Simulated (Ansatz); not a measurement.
Cartesian coordinates in Å:
```
C 0.058 2.462 1.315
O -0.283 1.334 0.567
Mo 0.481 0.010 -0.398
F -0.658 0.118 -1.868
F 1.699 -0.125 1.000
F 1.566 -1.242 -1.246
Cl 1.764 1.605 -1.482
O -0.576 -1.377 0.125
C -1.038 -2.538 -0.506
H -0.848 2.888 1.749
H 0.541 3.186 0.650
H 0.757 2.165 2.103
H -1.671 -2.250 -1.351
H -0.181 -3.112 -0.872
H -1.612 -3.124 0.213
```

Total charge 0; spin multiplicity 1. Mo takes the def2 core potential.

List the B3LYP/def2-TZVPP orbital energies in eV (Ansatz). (Estimate.)

Computed: Occupied: -2762.09, -671.43, -671.40, -671.28, -522.68, -522.51, -279.15, -279.04, -256.84, -195.82, -195.75, -195.74, -75.10, -47.90, -47.86, -47.70, -31.92, -31.45, -31.12, -28.97, -28.84, -21.81, -19.73, -19.53, -15.13, -14.72, -14.37, -14.22, -14.03, -13.77, -13.55, -12.86, -12.38, -12.31, -11.97, -11.70, -11.57, -11.48, -10.86, -10.66, -9.97, -9.71, -9.45, -9.33, -8.65, -8.59. Lowest empty: -4.23, -4.06, -3.88, -0.55, 0.16, 0.44, 0.80, 1.27.

B3LYP here is the variant with VWN-RPA as its local correlation; programs differ in this.
